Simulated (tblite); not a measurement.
Species: C6H4OS.
SMILES: `c1cc2sccc2o1`

Computed with GFN2-xTB (tblite): harmonic, unscaled wavenumbers at the GFN2-xTB geometry, gas phase. The method is semi-empirical: single wavenumbers can be off by several per cent or more.

Harmonic wavenumbers (cm⁻¹): 226.5, 255.2, 392.7, 450.8, 539.1, 579.7, 591.7, 639.7, 738.6, 745.4, 767.9, 811.0, 818.6, 822.0, 892.3, 999.7, 1049.3, 1088.8, 1126.1, 1198.3, 1204.4, 1367.6, 1401.9, 1481.1, 1490.2, 1524.8, 3149.6, 3169.1, 3170.1, 3197.1.

A = 4084, B = 1764, C = 1232 MHz; mass 123.998 u (most abundant isotopes); point group Cs, symmetry number 1.

Problem. Zero-point energy?

Solution. Half the sum of the wavenumbers: 17945 cm⁻¹ = 51.31 kcal/mol.

Problem. Entropy at 200 K, 1 bar (ideal gas, RRHO, classical rotation)?

Solution. Translation 38.40, rotation 26.79, vibration 4.06: S = 69.3 cal/(mol K).

Problem. And Cp and H(200 K) − H(0)?

Solution. Cp = 16.98 cal/(mol K), of which vibrations give 9.03 (their classical limit is 30 R = 59.6); H(200 K) − H(0) = 2.17 kcal/mol without the zero-point energy, 0.58 from vibrations.

Problem. What must be added to the electronic energy to get the Gibbs energy at 200 K and 1 bar?

Solution. ZPE + [H(200 K) − H(0)] − T·S = 51.31 + 2.17 − 13.85 = 39.63 kcal/mol.

Problem. How do the functions run with temperature in this model?

Solution. 
| T (K) | S (cal/(mol K)) | Cp (cal/(mol K)) | H − H(0) (kcal/mol) | G − H(0) (kcal/mol) | ln q(vib) |
| --- | --- | --- | --- | --- | --- |
| 150 | 65.0 | 13.1 | 1.42 | -8.32 | 0.27 |
| 250 | 73.5 | 21.2 | 3.13 | -15.25 | 0.99 |
| 298.15 | 77.6 | 25.3 | 4.25 | -18.89 | 1.47 |
| 400 | 86.1 | 33.0 | 7.23 | -27.23 | 2.67 |
| 600 | 101.7 | 43.5 | 14.97 | -46.04 | 5.41 |
| 900 | 121.2 | 52.2 | 29.47 | -79.58 | 9.67 |

q(vib) and H(0) count from the zero-point level.

Problem. Which modes carry the vibrational entropy at 200 K?

Solution. 226.5 cm⁻¹: 1.22; 255.2 cm⁻¹: 1.04; 392.7 cm⁻¹: 0.48; 450.8 cm⁻¹: 0.34; 539.1 cm⁻¹: 0.20; 579.7 cm⁻¹: 0.16 cal/(mol K); the other 24 give 0.62 together.

Hindered rotation and anharmonicity are outside this model.

Hardware: Arm Neoverse V1, one thread, shared host. This covers the Hessian and the dipole derivatives.
